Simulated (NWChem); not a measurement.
System: BeH2O; SMILES [BeH][OH]

Input file for NWChem:

```
start job
memory heap 200 mb stack 900 mb global 1100 mb
geometry units angstroms noautosym nocenter noautoz
  Be     0.004533    -0.854112     0.000104
  H      0.012000    -2.187218     0.000281
  O     -0.003500     0.539059    -0.000304
  H     -0.001594     1.486292     0.002728
end
basis spherical
  Be library def2-svpd
  H library def2-svpd
  O library def2-svpd
end
dft
  xc xwpbe 0.80 cpbe96 1.0 hfexch 1.00
  cam 0.2 cam_alpha 0.2 cam_beta 0.8
  iterations 150
  vectors input atomic output neutral.movecs
end
task dft energy
charge 1
dft
  odft
  mult 2
  vectors input atomic output cation.movecs
end
task dft energy
charge -1
dft
  odft
  mult 2
  vectors input atomic output anion.movecs
end
task dft energy
```

Parts of the log:

```
             Northwest Computational Chemistry Package (NWChem) 7.3.0
             --------------------------------------------------------

                             Geometry "geometry" -> ""
                             -------------------------

 Output coordinates in angstroms (scale by  1.889725989 to convert to a.u.)

  No.       Tag          Charge          X              Y              Z
 ---- ---------------- ---------- -------------- -------------- --------------
    1 Be                   4.0000     0.00453300    -0.85411200     0.00010400
    2 H                    1.0000     0.01200000    -2.18721800     0.00028100
    3 O                    8.0000    -0.00350000     0.53905900    -0.00030400
    4 H                    1.0000    -0.00159400     1.48629200     0.00272800

 Effective nuclear repulsion energy (a.u.)      20.8128219158

  pbe96 is a nonlocal functional; adding pw91lda local functional.

                                 NWChem DFT Module
                                 -----------------

 Summary of "ao basis" -> "ao basis" (spherical)
 ------------------------------------------------------------------------------
       Tag                 Description            Shells   Functions and Types
 ---------------- ------------------------------  ------  ---------------------
 Be                        def2-svpd                 6       12   3s3p
 H                         def2-svpd                 4        8   2s2p
 O                         def2-svpd                 9       23   4s3p2d

            General Information
            -------------------
          SCF calculation type: DFT
          Wavefunction type:  closed shell.
          No. of atoms     :     4
          No. of electrons :    14
           Alpha electrons :     7
            Beta electrons :     7
          Charge           :     0
          Spin multiplicity:     1
          Use of symmetry is: off; symmetry adaption is: off
          Maximum number of iterations: 150
          AO basis - number of functions:    51
                     number of shells:    23
          Convergence on energy requested:  1.00D-06
          Convergence on density requested:  1.00D-05
          Convergence on gradient requested:  5.00D-04

              XC Information
              --------------
                     Hartree-Fock (Exact) Exchange  1.000
                     LC-wPBE(h)Exchange Functional  0.800
            Perdew 1991 LDA Correlation Functional  1.000 local
           PerdewBurkeErnz. Correlation Functional  1.000 non-local

           Range-Separation Parameters
           ---------------------------
           Alpha           :  0.20
           Beta            :  0.80
           Gamma           :  0.20
           Short-Range HF  :     F

             Grid Information
             ----------------
          Grid used for XC integration:  medium
          Radial quadrature: Mura-Knowles
          Angular quadrature: Lebedev.
          Tag              B.-S. Rad. Rad. Pts. Rad. Cut. Ang. Pts.
          ---              ---------- --------- --------- ---------
          Be                  1.05       49          10.0       434
          H                   0.35       45          11.0       434
          O                   0.60       49          10.0       434
          Grid pruning is: on
          Number of quadrature shells:   188
          Spatial weights used:  Erf1

      Superposition of Atomic Density Guess
      -------------------------------------

 Sum of atomic energies:         -90.24656698

      Non-variational initial energy
      ------------------------------

 Total energy =     -90.607318
 1-e energy   =    -163.366959
 2-e energy   =      51.946820
 HOMO         =      -0.482545
 LUMO         =       0.004750

   convergence    iter        energy       DeltaE   RMS-Dens  Diis-err
 ---------------- ----- ----------------- --------- --------- ---------
 d= 0,ls=0.0,diis     1    -90.9783418924 -1.12D+02  1.82D-02  6.12D-01
 d= 0,ls=0.0,diis     2    -90.9658425422  1.25D-02  7.60D-03  9.47D-01
 d= 0,ls=0.0,diis     3    -91.0519761684 -8.61D-02  1.28D-03  2.61D-03
 d= 0,ls=0.0,diis     4    -91.0524479749 -4.72D-04  2.76D-04  1.32D-04
 d= 0,ls=0.0,diis     5    -91.0524746813 -2.67D-05  8.37D-05  4.12D-06
  Resetting Diis
 d= 0,ls=0.0,diis     6    -91.0524759313 -1.25D-06  1.64D-05  6.88D-08
 d= 0,ls=0.0,diis     7    -91.0524759637 -3.25D-08  1.92D-06  3.08D-09

         Total DFT energy =      -91.052475963735
      One electron energy =     -165.394493462215
           Coulomb energy =       65.639577582483
    Exchange-Corr. energy =      -12.110381999820
 Nuclear repulsion energy =       20.812821915817

 Numeric. integr. density =       14.000000799107

                       DFT Final Molecular Orbital Analysis
                       ------------------------------------

 Vector    5  Occ=2.000000D+00  E=-4.282505D-01
              MO Center= -3.2D-03,  4.7D-01, -3.2D-04, r^2= 8.2D-01
   Bfn.  Coefficient  Atom+Function         Bfn.  Coefficient  Atom+Function
  ----- ------------  ---------------      ----- ------------  ---------------
    25      0.548846  3 O  px                28      0.387764  3 O  px
    27      0.247800  3 O  pz                30      0.175073  3 O  pz
     4     -0.134280  1 Be px                31      0.066370  3 O  px
     6     -0.060632  1 Be pz                33      0.029967  3 O  pz
    49      0.028674  4 H  px                46      0.025346  4 H  px

 Vector    6  Occ=2.000000D+00  E=-4.282487D-01
              MO Center= -2.8D-03,  4.7D-01, -1.7D-04, r^2= 8.2D-01
   Bfn.  Coefficient  Atom+Function         Bfn.  Coefficient  Atom+Function
  ----- ------------  ---------------      ----- ------------  ---------------
    27      0.548845  3 O  pz                30      0.387767  3 O  pz
    25     -0.247800  3 O  px                28     -0.175074  3 O  px
     6     -0.134295  1 Be pz                33      0.066378  3 O  pz
     4      0.060633  1 Be px                31     -0.029969  3 O  px
    51      0.028675  4 H  pz                48      0.025347  4 H  pz

 Vector    7  Occ=2.000000D+00  E=-4.034040D-01
              MO Center=  1.0D-02, -1.9D+00,  1.9D-04, r^2= 1.0D+00
   Bfn.  Coefficient  Atom+Function         Bfn.  Coefficient  Atom+Function
  ----- ------------  ---------------      ----- ------------  ---------------
    13      0.424425  2 H  s                  5      0.344899  1 Be py
     2      0.290334  1 Be s                 24      0.178179  3 O  s
     1     -0.163439  1 Be s                  8     -0.157867  1 Be py
    14      0.099253  2 H  s                 23      0.052089  3 O  s
    19     -0.050037  2 H  py                29     -0.045391  3 O  py

 Vector    8  Occ=0.000000D+00  E= 4.709449D-02
              MO Center=  1.4D-02,  7.7D-01,  8.6D-03, r^2= 1.0D+01
   Bfn.  Coefficient  Atom+Function         Bfn.  Coefficient  Atom+Function
  ----- ------------  ---------------      ----- ------------  ---------------
    24      2.409695  3 O  s                  3     -2.073997  1 Be s
     2     -1.132635  1 Be s                 11     -1.064771  1 Be py
    32     -0.646948  3 O  py                14      0.611276  2 H  s
    45     -0.543630  4 H  s                 19      0.246962  2 H  py
    23      0.217223  3 O  s                 22      0.151105  3 O  s

 Vector    9  Occ=0.000000D+00  E= 5.181461D-02
              MO Center= -7.3D-03, -1.1D+00, -4.5D-03, r^2= 1.2D+01
   Bfn.  Coefficient  Atom+Function         Bfn.  Coefficient  Atom+Function
  ----- ------------  ---------------      ----- ------------  ---------------
    10      1.110546  1 Be px                12      0.385745  1 Be pz
     4     -0.234768  1 Be px                 7     -0.232683  1 Be px
    31     -0.155615  3 O  px                25     -0.137184  3 O  px
    28     -0.109734  3 O  px                 6     -0.081550  1 Be pz
     9     -0.080818  1 Be pz                18      0.071971  2 H  px

 Vector   10  Occ=0.000000D+00  E= 5.181478D-02
              MO Center=  6.6D-03, -1.1D+00, -1.4D-03, r^2= 1.2D+01
   Bfn.  Coefficient  Atom+Function         Bfn.  Coefficient  Atom+Function
  ----- ------------  ---------------      ----- ------------  ---------------
    12      1.110568  1 Be pz                10     -0.385771  1 Be px
     6     -0.234765  1 Be pz                 9     -0.232716  1 Be pz
    33     -0.155632  3 O  pz                27     -0.137193  3 O  pz
    30     -0.109747  3 O  pz                 4      0.081548  1 Be px
     7      0.080841  1 Be px                20      0.071990  2 H  pz

     Multipole analysis of the density
     ---------------------------------

     L   x y z        total         alpha         beta         nuclear
     -   - - -        -----         -----         ----         -------
     0   0 0 0     -0.000000     -7.000000     -7.000000     14.000000

     1   1 0 0      0.001037      0.000010      0.000010      0.001017
     1   0 1 0      0.648354      0.139836      0.139836      0.368682
     1   0 0 1      0.002035      0.000079      0.000079      0.001876

     2   2 0 0     -8.958640     -4.479903     -4.479903      0.001167
     2   1 1 0      0.022348      0.116871      0.116871     -0.211393
     2   1 0 1     -0.000005     -0.000019     -0.000019      0.000034
     2   0 2 0     -9.575576    -26.635011    -26.635011     43.694445
     2   0 1 1      0.008387      0.001026      0.001026      0.006334
     2   0 0 2     -8.958494     -4.479262     -4.479262      0.000030

                                 NWChem DFT Module
                                 -----------------

[...]
```

Level: LRC-wPBEh/def2-SVPD, vertical spin-unrestricted ions. Coordinates come from a PBE0/def2-SVP optimisation.
